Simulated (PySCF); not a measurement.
A structure optimised at B3LYP-D3(BJ)/def2-SVP, used in a PySCF frequency run:

```xyz
15

C      2.0406     0.0970     0.0000
N      0.6650    -0.3196     0.0000
C     -0.1170    -0.0010    -1.1894
C     -1.5290     0.0345    -0.6680
C     -1.5290     0.0345     0.6680
C     -0.1170    -0.0010     1.1894
H      2.5597    -0.2992    -0.8880
H      2.5597    -0.2992     0.8880
H      2.1722     1.2059     0.0000
H      0.0359    -0.7498    -1.9909
H      0.1518     0.9888    -1.6352
H     -2.4070     0.0836    -1.3147
H     -2.4070     0.0836     1.3147
H      0.1518     0.9888     1.6352
H      0.0359    -0.7498     1.9909
```
Charge 0, spin multiplicity 1.

### Question
Write its SMILES, formula and point group.

### Answer
CN1CC=CC1, C5H9N, Cs

### Question
What are its rotational constants (standard atomic weights)?

### Answer
7.2748, 3.4006, 2.4597 GHz
